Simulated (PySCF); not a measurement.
Structure problem from calculated spectra and properties.

Elements present: C, H, S and Si. Monoisotopic mass: 120.0429 u.

| Quantity | Value |
| --- | --- |
| UV, first state | lowest singlet excitation: 5.54 eV (224 nm, f = 0.005) [TDDFT CAM-B3LYP/def2-SVPD] |
| UV, strongest line | among the 8 lowest singlet transitions: S7 at 8.06 eV (154 nm, f = 0.043) [TDDFT CAM-B3LYP/def2-SVPD] |
| Rotational structure | rotational constants A, B, C: 3.532, 1.091, 0.885 GHz [GFN2-xTB] |
| Dipole | 1.50 D [CAM-B3LYP/def2-SVPD] |
| 1H NMR | chemical shifts (computed TMS as zero) by class: 3.85 (3 H), 3.10 (1 H), 1.42 (1 H), 1.36 (3 H), 1.20 (1 H), 1.07 (1 H), 1.02 (1 H), 0.43 (1 H) ppm [GIAO PBE0/pcSseg-1] |
| 13C NMR | chemical shifts (computed TMS as zero) by class: 42.5 (1 C), 38.6 (1 C), 25.5 (1 C), 18.5 (1 C) ppm [GIAO PBE0/pcSseg-1] |

Gas-phase values; electronic properties from PySCF, density fitting. Levels stand in brackets. Isolated species at its GFN2-xTB geometry (one conformer only). NMR values are class means; diastereotopic atoms form classes of their own.

Question: Which formula fits the mass and the elements?

Answer: C4H12SSi (calculated 120.0429). No other formula that holds each of these elements comes within 0.0003 u with a fitting electron parity and a possible valence count.

Question: Give a SMILES that accounts for the data.

Answer: Numbering: `[CH3:1][C@@H:2]([CH2:3][SiH3:4])[CH2:5][SH:6]`. Its formula, C4H12SSi, gives 0 degrees of unsaturation, so no ring and no π bond. 4 carbons fall into 4 classes; from least to most shielded: sp3 CH carbon [C2] (42.5 ppm), sp3 carbon bound to sulfur [C5] (38.6 ppm), methyl carbon [C1] (25.5 ppm), sp3 carbon bound to silicon [C3] (18.5 ppm). Hydrogen classes from least to most shielded: 3 H on an SiH3 silicon, Si4 (3.85 ppm), 1 H on an sp3 carbon bound to sulfur, C5 (3.10 ppm), 1 H on an sp3 carbon bound to sulfur, C5 (1.42 ppm), 3 H on a methyl carbon, C1 (1.36 ppm, a mean of values up to 2.2 ppm apart in this geometry), 1 H on a thiol sulfur, S6 (1.20 ppm), 1 H on an sp3 CH carbon, C2 (1.07 ppm), 1 H on an sp3 carbon bound to silicon, C3 (1.02 ppm), 1 H on an sp3 carbon bound to silicon, C3 (0.43 ppm). The optimised geometry has point group C1 and is an asymmetric top. Structure: `C[C@@H](C[SiH3])CS`. Computed isomers that give other values at the same levels: `CS[Si](C)(C)C` (rotational constant A: 2.623 GHz; this holds for the one conformer computed); `CCSC[SiH2]C` (13C chemical shifts (computed TMS as zero) by class: 38.7 (1 C), 18.9 (1 C), 16.5 (1 C), -7.7 (1 C) ppm); `CSCCC[SiH3]` (13C chemical shifts (computed TMS as zero) by class: 45.0 (1 C), 31.6 (1 C), 20.4 (1 C), 12.0 (1 C) ppm). The assignments are read from this structure; whether some other isomer fits the data as well wasn't checked. The mirror image fits equally.

Shape of the structure used: `[CH3:1][C@@H:2]([CH2:3][SiH3:4])[CH2:5][SH:6]`: C1–C2–C3–Si4 -173°, C1–C2–C5–S6 64°, H–S6–C5–C2 61°.
